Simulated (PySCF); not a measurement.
# Diatomics of Sn with the halogens

PBE0 with triple-zeta basis sets in PySCF, for the lowest determinant that a PBE0 search found; no spin–orbit coupling. De refers to high-spin ground-configuration atoms. A positive dipole means M(−)Sn(+).

```csv
M,basis,state (unpaired electrons),Re (Å),ωe (cm⁻¹),De (eV),μ (D)
F,def2-TZVPP,doublet (π ↑),1.947,581,4.86,2.69
Cl,def2-TZVPP,doublet (π ↑),2.368,350,3.95,2.61
Br,def2-TZVPP,doublet (π ↑),2.518,244,3.56,2.53
I,x2c-TZVPPall,doublet (π ↑),2.718,197,3.10,2.16
```

The shortest bond is that of SnF (1.947 Å), the longest that of SnI (2.718 Å). SnF is bound most strongly (4.86 eV) and SnI least (3.10 eV).

The rows differ in basis set, which adds steps of its own.

Relativity is treated differently too: F scalar-relativistic core potentials; Cl scalar-relativistic core potentials; Br scalar-relativistic core potentials; I spin-free X2C.

Down a group bonds as a rule get longer and wavenumbers fall, partly through the reduced mass; this series shows no clear exception.

These are scalar-relativistic numbers at best; spin–orbit coupling would shift them, the dissociation energy most. States were picked by a PBE0 search and need not be the measured ground states.
